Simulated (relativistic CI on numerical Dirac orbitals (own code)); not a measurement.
## Sc²⁺ in a cubic cluster: L2,3 absorption with charge transfer

Computed with a charge-transfer multiplet model of a cubic metal-ligand cluster with up to one ligand hole, Slater and spin-orbit integrals from Dirac-Coulomb-Breit ions, Slater integrals scaled by 0.7. The ground state mixes d1 with configurations of k ligand holes L, whose averages lie at kΔ + k(k − 1)U_dd/2; a core hole lowers each added d electron by U_cd. 300 K, Lorentzian 0.4 eV and Gaussian 0.3 eV FWHM.

Atomic integrals in eV (Slater integrals scaled, ζ unscaled), ground: F2dd 4.121, F4dd 2.525, zeta_d 0.008; with the core hole: F2dd 5.938, F4dd 3.699, zeta_d 0.015, zeta_core 3.008, F2cd 3.076, G1cd 2.145, G3cd 1.214. Where a configuration has fewer than two d electrons, the dd integrals are those of d2.

Cluster parameters (eV): U_dd = 3.7, U_cd = 4.4, 10Dq = 0.9, 10Dq(ligand) = 0.6, V(eg) = 1.85, V(t2g) = -0.96, final-state hopping factor = 0.9.

```csv
Case,n_d,d1,d2L,S
Δ = 6.5 eV,1.20,0.80,0.20,0.50
Δ = 7.5 eV,1.17,0.83,0.17,0.50
Δ = 8.5 eV,1.15,0.85,0.15,0.50
Δ = 9.5 eV,1.13,0.87,0.13,0.50
Δ = 10.5 eV,1.11,0.89,0.11,0.50
```

Weights, n_d and S are thermal averages at 300 K. Photon energies count from the first peak over 30 % of the highest in each spectrum, which can be another peak from case to case. The parameters are a model scan and need not match a compound or its usual spin state. Peaks in eV (height, largest 100):
- Δ = 6.5 eV: -1.2 (18), 0.0 (43), 1.2 (100), 3.2 (44), 4.6 (67), 5.5 (86)
- Δ = 7.5 eV: -1.3 (18), 0.0 (43), 1.2 (100), 3.2 (43), 4.6 (67), 5.5 (87)
- Δ = 8.5 eV: -1.3 (18), 0.0 (43), 1.2 (100), 3.2 (43), 4.5 (66), 5.5 (87)
- Δ = 9.5 eV: -1.3 (18), 0.0 (42), 1.2 (100), 3.2 (43), 4.6 (65), 5.5 (87)
- Δ = 10.5 eV: -1.3 (18), 0.0 (42), 1.2 (100), 3.2 (42), 4.6 (65), 5.5 (87)

For the case Δ = 7.5 eV, Δ = 7.5 eV is larger than U_dd = 3.7 eV, the Mott-Hubbard side of the Zaanen-Sawatzky-Allen scheme. With the core hole the configuration with one ligand hole lies at Δ + U_dd − U_cd = 5.8, 6.8, 7.8, 8.8, 9.8 eV from the one without, in the order of the table; where this is negative the screened configuration lies lower.

With at most 1 ligand hole the space is cut while the next configuration still counts, so covalency is underestimated, and a final configuration with one more ligand hole, which can lie low, is missing from the spectra.
